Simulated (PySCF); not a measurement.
Input for PySCF: R-HF/3-21G on CH3I (SMILES CI), a point of a bond scan (R = 2.588 Å).

```python
from pyscf import gto, scf, dft, mp
from pyscf.data.elements import chemcore

mol = gto.M(
    atom='''
    C    -1.82691210   -0.03626331   -0.04107960
    I     0.75966331    0.01507894    0.01708164
    H    -2.12027408   -0.84393433   -0.70159404
    H    -2.17053472   -0.20812832    0.97235959
    H    -2.16179137    0.92398171   -0.41585748
    ''',
    basis='3-21g',
    charge=0, spin=0, verbose=3, max_memory=1800)
mf = scf.RHF(mol)
mf.conv_tol = 1e-8
mf.max_cycle = 100
mf.kernel()
if not mf.converged:
    mf = mf.newton().run(mf.mo_coeff, mf.mo_occ)
```

**Question.** Give the final energy of this run.

**Answer.** -6926.6741 hartree.
